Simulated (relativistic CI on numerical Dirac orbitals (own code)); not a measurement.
## Sensitivity of the levels of Eu XLIV to α and to the nuclear radius

Computed by Dirac-Coulomb-Breit CI, KLI orbitals optimised for each configuration, derivatives by finite differences, unscaled Slater integrals, QED left out (own radial code, finite nucleus).

Configurations in the expansion (outside the closed core [Ne]): 3s²3p⁶3d², 3s²3p⁵3d³, 3s3p⁶3d³, 3s²3p⁶3d4s, 3s²3p⁶3d4p, 3s²3p⁶4s². Double excitations out of closed p, d and f shells are left out; levels of such configurations are missing from the list, as are those of other unlisted configurations, and high levels can miss mixing partners.

With x = (α/α₀)² − 1 an excitation energy changes as ω = ω₀ + qx; K = 2q/ω₀ is the relative enhancement. Terms are leading LS components, so labels can repeat. The field-shift factor is F = δν/δ⟨r²⟩ for the transition from the lowest level.

Lowest level 3s²3p⁶3d² ³F2.

| Level | ω₀ (cm⁻¹) | q (cm⁻¹) | K | F (GHz/fm²) |
| --- | --- | --- | --- | --- |
| 3s²3p⁶3d² ³P0 | 150155 | 20370 | 0.271 | 0.243 |
| 3s²3p⁶3d² ³F3 | 259634 | 280500 | 2.16 | 4 |
| 3s²3p⁶3d² ³P2 | 331082 | 279000 | 1.69 | 3.54 |
| 3s²3p⁶3d² ¹G4 | 347764 | 292500 | 1.68 | 4.3 |
| 3s²3p⁶3d² ³P1 | 360182 | 286800 | 1.59 | 3.45 |
| 3s²3p⁶3d² ³F4 | 579528 | 549100 | 1.89 | 7.8 |
| 3s²3p⁶3d² ³P2 | 627835 | 567100 | 1.81 | 7.53 |
| 3s²3p⁶3d² ¹S0 | 804110 | 554200 | 1.38 | 8.65 |
| 3s²3p⁵3d³ ⁵F°2 | 1761043 | 95880 | 0.109 | 8.85 |
| 3s²3p⁵3d³ ⁵D°1 | 1781633 | 116900 | 0.131 | 8.9 |
| 3s²3p⁵3d³ ⁵D°0 | 1814239 | 117600 | 0.13 | 9.06 |
| 3s²3p⁵3d³ ³F°3 | 1835198 | 98840 | 0.108 | 9.06 |
| 3s²3p⁵3d³ ⁵F°3 | 1968715 | 351200 | 0.357 | 12.5 |
| 3s²3p⁵3d³ ⁵G°4 | 2001229 | 370300 | 0.37 | 12.8 |
| 3s²3p⁵3d³ ⁵S°2 | 2008625 | 374000 | 0.372 | 12.5 |
| 3s²3p⁵3d³ ³F°2 | 2027072 | 371300 | 0.366 | 12.3 |
| 3s²3p⁵3d³ ⁵D°1 | 2042071 | 374900 | 0.367 | 11.7 |
| 3s²3p⁵3d³ ⁵G°5 | 2055785 | 374700 | 0.364 | 13.1 |
| 3s²3p⁵3d³ ³G°3 | 2063337 | 369000 | 0.358 | 12.6 |
| 3s²3p⁵3d³ ³F°4 | 2071561 | 370800 | 0.358 | 12.8 |
| 3s²3p⁵3d³ ³H°6 | 2074414 | 350000 | 0.337 | 12.9 |
| 3s²3p⁵3d³ ³P°0 | 2080257 | 334300 | 0.321 | 12.3 |
| 3s²3p⁵3d³ ³G°4 | 2113754 | 371900 | 0.352 | 13 |

At this charge energies of transitions that change n are usually good to better than 1 %, and those within a shell (Δn = 0) to a few per cent.
